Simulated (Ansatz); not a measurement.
`CSC(C)C` and `C[CH](C)[Zn][F]` differ in one atom or group.

Ansatz, PBE0-D4/def2-TZVP geometries, multiplicity 1. Each molecule was computed in one conformer, which needn't be the lowest.

Scalar relativity is left out up to krypton.

```
                                                                                  property  `CSC(C)C`
                                                       HOMO–LUMO gap (PBE/def2-TZVPP) / eV       5.05
                                                     HOMO energy (ωB97M-V/def2-TZVPP) / eV      -8.43
                                                         HOMO energy (PBE/def2-TZVPP) / eV      -4.97
ideal-gas entropy at 298 K and 1 bar (rigid rotor, harmonic PBE0-D4/def2-TZVP) / J/(mol·K)        349
                                        size of the dipole moment (ωB97M-V/def2-TZVPP) / D       1.54
                                                        HOMO energy (PBE0/def2-TZVPP) / eV      -6.19
```

(1) Give the same properties after the change, and the shifts. (An estimate is asked.)

## Answers

(1) The calculation gave: 
```json
{"property": "HOMO–LUMO gap (PBE/def2-TZVPP) / eV", "`C[CH](C)[Zn][F]`": "5.22", "shift": "0.17"}
{"property": "HOMO energy (ωB97M-V/def2-TZVPP) / eV", "`C[CH](C)[Zn][F]`": "-9.85", "shift": "-1.42"}
{"property": "HOMO energy (PBE/def2-TZVPP) / eV", "`C[CH](C)[Zn][F]`": "-6.59", "shift": "-1.62"}
{"property": "ideal-gas entropy at 298 K and 1 bar (rigid rotor, harmonic PBE0-D4/def2-TZVP) / J/(mol·K)", "`C[CH](C)[Zn][F]`": "352", "shift": "3"}
{"property": "size of the dipole moment (ωB97M-V/def2-TZVPP) / D", "`C[CH](C)[Zn][F]`": "2.95", "shift": "1.41"}
{"property": "HOMO energy (PBE0/def2-TZVPP) / eV", "`C[CH](C)[Zn][F]`": "-7.66", "shift": "-1.47"}
```

The zero-point energy changes by -98.9 kJ/mol with -9 modes. Dipoles are sizes alone; their direction can turn. Modes under 60 cm⁻¹, often nearly free rotors, make the harmonic entropy too high.
